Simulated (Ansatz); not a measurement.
`C[N]=[Mo]([NH2])(=[O])[Cl]`, relaxed with RKS PBE0-D4/def2-TZVP in Ansatz from a PBE-D4/def2-SVP geometry. The force threshold is 0.005 eV/Å; the program also tests the step.

Charge 0, multiplicity 1. Mo takes the def2 core potential.

Start:

```xyz
11

C    -0.524   -0.746    1.861
N    -0.118   -0.550    0.512
Mo    0.823    0.259   -0.715
N    -0.473    0.872   -2.020
O     1.649    1.584   -0.034
Cl    2.324   -1.255   -1.615
H    -0.136    0.048    2.541
H    -0.164   -1.732    2.231
H    -1.635   -0.756    1.931
H    -0.289    1.678   -2.629
H    -1.458    0.598   -2.063
```

(1) How much energy does the relaxation release, and in how many steps? (An estimate is asked.)

(2) Which bonds change most? (An estimate is asked.)

(3) Give the relaxed structure. (An estimate is asked.)

## Answers

(1) The calculation gave: 1.60 kcal/mol, in 10 steps.

(2) Ansatz gave: Mo3–Cl6 from 2.314 to 2.287 Å; N2–Mo3 from 1.745 to 1.722 Å; Mo3–O5 from 1.703 to 1.680 Å; C1–H7 from 1.114 to 1.096 Å.

(3) Computed: 
```xyz
11

C    -0.516   -0.740    1.847
N    -0.115   -0.551    0.500
Mo    0.810    0.259   -0.705
N    -0.472    0.860   -2.012
O     1.616    1.563   -0.017
Cl    2.307   -1.231   -1.583
H    -0.102    0.031    2.507
H    -0.185   -1.723    2.197
H    -1.609   -0.713    1.914
H    -0.294    1.660   -2.603
H    -1.441    0.584   -2.045
```
